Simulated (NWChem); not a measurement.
System: SnH2BrF; SMILES [F][SnH2][Br]

Here is an NWChem input.

```
start job
memory heap 200 mb stack 900 mb global 1100 mb
geometry units angstroms
  Sn    -0.817169    -0.264430     0.044226
  F     -1.525681     1.440257    -0.556362
  Br     1.611825     0.072992     0.060967
  H     -1.315869    -1.351522    -1.159005
  H     -1.461687    -0.438683     1.603884
end
basis spherical
  * library def2-svp
end
ecp
  Sn library def2-ecp
end
dft
  xc pbe0
  iterations 150
end
driver
  maxiter 120
end
task dft optimize
dft
  grid fine
  convergence energy 1d-8 density 1d-7
end
task dft freq numerical
```

Output (shortened):

```
             Northwest Computational Chemistry Package (NWChem) 7.3.0
             --------------------------------------------------------

 CS  symmetry detected

                             Geometry "geometry" -> ""
                             -------------------------

 Output coordinates in angstroms (scale by  1.889725989 to convert to a.u.)

  No.       Tag          Charge          X              Y              Z
 ---- ---------------- ---------- -------------- -------------- --------------
    1 Sn                  50.0000    -0.29972217     0.79793342     0.00000000
    2 F                    9.0000     1.48047794     1.57223346     0.00000000
    3 Br                  35.0000     0.10317954    -1.62111928     0.00000000
    4 H                    1.0000    -0.97473848     1.34620131    -1.45671665
    5 H                    1.0000    -0.97473848     1.34620131     1.45671665

 Effective nuclear repulsion energy (a.u.)     593.5668282781

      Symmetry information
      --------------------

 Group name             Cs
 Group number              2
 Group order               2
 No. of unique centers     4

                                Z-matrix (autoz)
                                --------

 Units are Angstrom for bonds and degrees for angles

      Type          Name      I     J     K     L     M      Value
      ----------- --------  ----- ----- ----- ----- ----- ----------
    1 Stretch                  1     2                       1.94130
    2 Stretch                  1     3                       2.45238
    3 Stretch                  1     4                       1.69655
    4 Stretch                  1     5                       1.69655
    5 Bend                     2     1     3               104.05067
    6 Bend                     2     1     4               103.64829
    7 Bend                     2     1     5               103.64829
    8 Bend                     3     1     4               112.59056
    9 Bend                     3     1     5               112.59056
   10 Bend                     4     1     5               118.32772

                           NWChem Geometry Optimization
                           ----------------------------

[...]

      ----------------------
      Optimization converged
      ----------------------

  Step       Energy      Delta E   Gmax     Grms     Xrms     Xmax
  ---- ---------------- -------- -------- -------- -------- --------
@    5   -2888.76716092 -1.9D-07  0.00007  0.00003  0.00086  0.00176
                                     ok       ok       ok       ok

                                Z-matrix (autoz)
                                --------

 Units are Angstrom for bonds and degrees for angles

      Type          Name      I     J     K     L     M      Value     Gradient
      ----------- --------  ----- ----- ----- ----- ----- ---------- ----------
    1 Stretch                  1     2                       1.93604    0.00006
    2 Stretch                  1     3                       2.47983    0.00007
    3 Stretch                  1     4                       1.70376    0.00002
    4 Stretch                  1     5                       1.70376    0.00002
    5 Bend                     2     1     3               106.07533   -0.00001
    6 Bend                     2     1     4               105.93367    0.00001
    7 Bend                     2     1     5               105.93367    0.00001
    8 Bend                     3     1     4               108.98485    0.00000
    9 Bend                     3     1     5               108.98485    0.00000
   10 Bend                     4     1     5               120.02539   -0.00001

                         Geometry "geometry" -> "geometry"
                         ---------------------------------

 Output coordinates in angstroms (scale by  1.889725989 to convert to a.u.)

[...]

 Rotational Constants
 --------------------
 A=   0.291528 cm-1  (  0.419435 K)
 B=   0.048138 cm-1  (  0.069259 K)
 C=   0.042225 cm-1  (  0.060750 K)

 Temperature                      =   298.15K
 frequency scaling parameter      =   1.0000

 Zero-Point correction to Energy  =   10.387 kcal/mol  (  0.016553 au)
 Thermal correction to Energy     =   13.436 kcal/mol  (  0.021412 au)
 Thermal correction to Enthalpy   =   14.028 kcal/mol  (  0.022356 au)

 Total Entropy                    =   76.508 cal/mol-K
   - Translational                =   42.034 cal/mol-K (mol. weight = 218.8323)
   - Rotational                   =   27.389 cal/mol-K (symmetry #  =        1)
   - Vibrational                  =    7.086 cal/mol-K

 Cv (constant volume heat capacity) =   15.011 cal/mol-K
   - Translational                  =    2.979 cal/mol-K
   - Rotational                     =    2.979 cal/mol-K
   - Vibrational                    =    9.052 cal/mol-K

[normal modes left out]

 ----------------------------------------------------------------------------
 Normal Eigenvalue ||           Projected Infra Red Intensities
  Mode   [cm**-1]  || [atomic units] [(debye/angs)**2] [(KM/mol)] [arbitrary]
 ------ ---------- || -------------- ----------------- ---------- -----------
    1       -0.000 ||    0.003936           0.091         3.837       0.957
    2       -0.000 ||    0.000377           0.009         0.367       0.092
    3       -0.000 ||    0.001654           0.038         1.612       0.402
    4       -0.000 ||    0.000316           0.007         0.308       0.077
    5        0.000 ||    0.000544           0.013         0.530       0.132
    6        0.000 ||    0.000003           0.000         0.002       0.001
    7      133.232 ||    0.008462           0.195         8.249       2.056
    8      269.231 ||    0.031987           0.738        31.183       7.773
    9      425.538 ||    0.036292           0.837        35.380       8.820
   10      514.636 ||    0.010038           0.232         9.786       2.439
   11      636.266 ||    0.112207           2.589       109.385      27.268
   12      658.853 ||    0.163446           3.771       159.335      39.720
   13      673.088 ||    0.054266           1.252        52.901      13.188
   14     1969.490 ||    0.060719           1.401        59.192      14.756
   15     1989.033 ||    0.132990           3.068       129.645      32.319
 ----------------------------------------------------------------------------
```

Level: PBE0/def2-SVP with def2 effective core potentials on Sn. This build's default masses of Se (78.918 u) and Br (79.917 u) are each other's, which moves their modes by up to 0.6 %. def2 effective core potentials on Sn; no spin-orbit coupling.
